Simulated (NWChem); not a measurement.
## Correlation energy of boron oxyfluoride (BFO)

```xyz
3

F      0.0000     0.0000    -1.1962
B      0.0000     0.0000     0.0865
O      0.0000     0.0000     1.2917
```
Charge 0, spin multiplicity 1.

Program: NWChem. All single points use one geometry, from PBE0/def2-SVP, a minimum by its harmonic frequencies.

Basis set: cc-pVDZ. Each correlation energy counts from its own Hartree-Fock reference.

```tsv
method	correlation energy (mHa)	difference from CCSD(T)
RI-MP2	-446.8	+13.4
MP2	-446.7	+13.5
SCS-MP2	-429.2	+31.0
CR-CCSD[T]	-459.4	+0.8
CR-CCSD(T)	-458.0	+2.2
CCSD	-448.5	+11.6
CCSD+T(CCSD)	-461.9	-1.8
CCSD(T)	-460.2	0.0
```

The values span 32.7 mHa, from CCSD+T(CCSD) (lowest) to SCS-MP2 (highest). 

The correlated methods keep 3 core orbitals frozen. Coupled-cluster values serve here as a point of comparison, not as the truth.
